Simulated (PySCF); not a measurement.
Core-level binding energies of `[Br][Al-]1([Br])[Br+][Al-]([Br])([Br])[Br+]1`

Al2Br6.
Cartesian coordinates in Å at the PBE0-D3(BJ)/def2-SVP level; atoms count from 1:
```
atom  x, y, z in Å
Br1    1.925    2.732   -0.110
Al2    1.588    0.554    0.291
Br3    3.303   -0.859    0.577
Br4   -0.016    0.307    2.112
Al5   -1.586   -0.555    0.460
Br6   -1.956   -2.728    0.856
Br7   -3.276    0.891    0.182
Br8    0.026   -0.332   -1.357
```

Method: delta-SCF UKS SCAN, pcX-2 on the ionised atom, pcseg-1 elsewhere, spin-free X2C in PySCF. These are vertical core ionisation energies against the vacuum level, from separate self-consistent calculations with and without the core hole.

Task: What binding energy does each computed site have?

Result: 
```tsv
atom(s)	environment	level	binding energy (eV)	count
Al2/Al5	aluminium bonded to 4 Br	Al 1s	1569.25	2
```

Task: What is the longest wavelength that can ionise Al 1s of Al2/Al5 vertically?

Result: λ = hc/E = 12398.42 eV Å / 1569.25 eV = 7.901 Å.

The first atom of each set that the bonding makes equivalent was ionised and stands for the set. No level of bromine is listed. Geometry: PBE0-D3(BJ)/def2-SVP; no solvent, vibrations or thermal averaging.
